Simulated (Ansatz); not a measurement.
Species: C3H10O4Si, charge 0, multiplicity 1. SMILES: CO[Si](O)(OC)OC
Coordinates optimised at B3LYP-D3(BJ)/def2-TZVP (Ansatz, a program for electronic structure):
```xyz
18

Si     0.0769    -0.2965     0.0742
O     -1.1449    -0.6741    -0.9364
C     -2.4608    -0.9743    -0.4957
O     -0.2594     0.9986     1.0065
C     -0.5897     2.2723     0.4742
O      1.3287    -0.0322    -0.9357
C      2.6243     0.3452    -0.4944
O      0.3801    -1.4660     1.1806
H     -2.8840    -0.1509     0.0866
H     -3.0806    -1.1379    -1.3767
H     -2.4757    -1.8774     0.1206
H     -1.4937     2.2250    -0.1396
H     -0.7658     2.9500     1.3090
H      0.2234     2.6705    -0.1392
H      3.2459     0.5038    -1.3751
H      3.0762    -0.4368     0.1220
H      2.5935     1.2704     0.0880
H      0.6058    -2.3354     0.8415
```

Parts of the frozen-core correlation energy in 6-31G* (Ansatz, hartree). Frozen orbitals: 12; correlated occupied orbitals by spin: 25 and 25; virtual: 107 and 107. No spin-orbit coupling. No relativistic terms.

```tsv
term	value
reference (HF)	-707.95494
MP2 opposite-spin	…
MP2 same-spin	-0.30461
CCSD correlation	…
(T)	…
T1 diagnostic	0.011
largest doubles amplitude	0.014
```

**Question.** What belongs in the gaps?

**Answer.** 
- MP2 opposite-spin, value: -0.87397
- CCSD correlation, value: -1.23697
- (T), value: -0.02897
